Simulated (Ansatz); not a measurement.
Born–Oppenheimer molecular dynamics of GeH₄ (5 atoms, charge 0, multiplicity 1). It starts from a rough guess of a transition structure, not a stationary point.

Method: UKS PBE/def2-SVP (Ansatz).

```
ensemble                      : NVE (velocity Verlet)
time step                     : 0.5 fs
steps asked                   : 150
starting velocities drawn for : 100 K
seed                          : 501265
```

Frames 2.5 fs apart, positions in Å.

Velocities at 20.0 fs (Å/ps):

```
Ge 0.00 0.00 -0.09
H 6.77 -23.62 -5.43
H 7.96 22.16 -4.90
H -12.15 -0.47 3.52
H -2.43 1.76 13.32
```

```xyz
5
Properties=species:S:1:pos:R:3 time_fs=20.0 energy_less_start_eV=-0.043 T=210
Ge -0.745 -0.717 -0.043
H 0.808 -0.383 -0.799
H 1.050 0.295 -0.155
H -0.155 -0.308 1.411
H -1.328 0.747 -0.356
5
Properties=species:S:1:pos:R:3 time_fs=22.5 energy_less_start_eV=-0.082 T=310
Ge -0.744 -0.716 -0.043
H 0.847 -0.409 -0.787
H 1.043 0.311 -0.198
H -0.190 -0.312 1.415
H -1.331 0.750 -0.322
5
Properties=species:S:1:pos:R:3 time_fs=25.0 energy_less_start_eV=-0.188 T=576
Ge -0.744 -0.716 -0.043
H 0.917 -0.374 -0.736
H 0.995 0.263 -0.290
H -0.228 -0.323 1.414
H -1.329 0.752 -0.291
5
Properties=species:S:1:pos:R:3 time_fs=27.5 energy_less_start_eV=-0.160 T=507
Ge -0.744 -0.716 -0.042
H 1.001 -0.386 -0.727
H 0.944 0.271 -0.347
H -0.262 -0.335 1.419
H -1.318 0.759 -0.266
5
Properties=species:S:1:pos:R:3 time_fs=30.0 energy_less_start_eV=-0.080 T=303
Ge -0.745 -0.716 -0.042
H 1.083 -0.457 -0.761
H 0.899 0.354 -0.361
H -0.287 -0.347 1.436
H -1.297 0.773 -0.252
5
Properties=species:S:1:pos:R:3 time_fs=32.5 energy_less_start_eV=-0.071 T=283
Ge -0.745 -0.717 -0.042
H 1.119 -0.446 -0.752
H 0.879 0.371 -0.406
H -0.299 -0.360 1.461
H -1.264 0.791 -0.252
5
Properties=species:S:1:pos:R:3 time_fs=35.0 energy_less_start_eV=-0.128 T=424
Ge -0.746 -0.717 -0.042
H 1.102 -0.354 -0.701
H 0.890 0.323 -0.478
H -0.302 -0.377 1.481
H -1.218 0.810 -0.264
5
Properties=species:S:1:pos:R:3 time_fs=37.5 energy_less_start_eV=-0.181 T=556
Ge -0.747 -0.718 -0.041
H 1.101 -0.348 -0.673
H 0.885 0.376 -0.520
H -0.299 -0.395 1.490
H -1.162 0.826 -0.284
5
Properties=species:S:1:pos:R:3 time_fs=40.0 energy_less_start_eV=-0.065 T=267
Ge -0.747 -0.719 -0.041
H 1.112 -0.400 -0.662
H 0.868 0.494 -0.539
H -0.293 -0.412 1.483
H -1.099 0.838 -0.306
5
Properties=species:S:1:pos:R:3 time_fs=42.5 energy_less_start_eV=-0.120 T=407
Ge -0.748 -0.720 -0.040
H 1.082 -0.359 -0.639
H 0.867 0.510 -0.558
H -0.285 -0.428 1.467
H -1.034 0.845 -0.331
5
Properties=species:S:1:pos:R:3 time_fs=45.0 energy_less_start_eV=-0.050 T=228
Ge -0.748 -0.720 -0.040
H 1.033 -0.257 -0.613
H 0.873 0.451 -0.570
H -0.273 -0.437 1.452
H -0.974 0.849 -0.353
5
Properties=species:S:1:pos:R:3 time_fs=47.5 energy_less_start_eV=-0.139 T=448
Ge -0.749 -0.720 -0.040
H 1.032 -0.279 -0.603
H 0.845 0.499 -0.565
H -0.256 -0.436 1.448
H -0.932 0.852 -0.368
```

Of the whole run (75 fs, mean temperature of the second half 359 K): The conserved energy stayed within 0.83 meV per atom of its start (net change -0.61 meV per atom), so the integration is sound. The system heated up, since it started high on the potential surface and ran downhill. A run of 0.075 ps of so small a system gives no equilibrium averages. The orbitals stay closed-shell, which can raise the energy where a bond breaks towards radicals; this wasn't checked here.

Time of the run: 3 min on 1 thread of Arm Neoverse V2, with other jobs on the host, peak memory 0.1 GiB.
